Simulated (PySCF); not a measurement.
Worked example: chemical shift, span and skew from a shielding tensor

DMAc (C₄H₉NO), SMILES CC(=O)N(C)C. Atoms are numbered in the order given.

```xyz
15

C     -0.9403    -1.6225     0.0000
N      0.0836    -0.5958     0.0000
C      1.4477    -1.0749     0.0000
C     -0.2969     0.7284     0.0000
C      0.8093     1.7751     0.0000
O     -1.4710     1.0626     0.0000
H     -0.8511    -2.2660    -0.8936
H     -1.9212    -1.1342     0.0000
H     -0.8511    -2.2660     0.8936
H      2.1649    -0.2480     0.0000
H      1.6474    -1.6988     0.8908
H      1.6474    -1.6988    -0.8908
H      0.3237     2.7577     0.0000
H      1.4525     1.6934    -0.8903
H      1.4525     1.6934     0.8903
```
Charge 0, spin multiplicity 1.

Geometry: B3LYP-D3(BJ)/def2-SVP.

GIAO shieldings from PBE0/pcSseg-1 (PySCF), non-relativistic, no solvent. The symmetric part of the tensor of C4 has the principal values -73.1, 31.2, 87.2 ppm. The same nucleus in TMS has σ = 186.3 ppm at this level (PySCF, at its B3LYP-D3(BJ)/def2-TZVP geometry).

Work out the isotropic shielding, the ¹³C shift against TMS, the span and the skew.


σ(iso) = (σ11 + σ22 + σ33)/3 = 15.1 ppm. δ = σ(ref) − σ(iso) = 186.3 − (15.1) = 171.2 ppm.
Span Ω = σ33 − σ11 = 160.3 ppm. Skew κ = 3(σ(iso) − σ22)/Ω = -0.30. Tumbling in solution averages the tensor to δ; in a static solid the shielding alone would spread this spin-1/2 line over Ω.
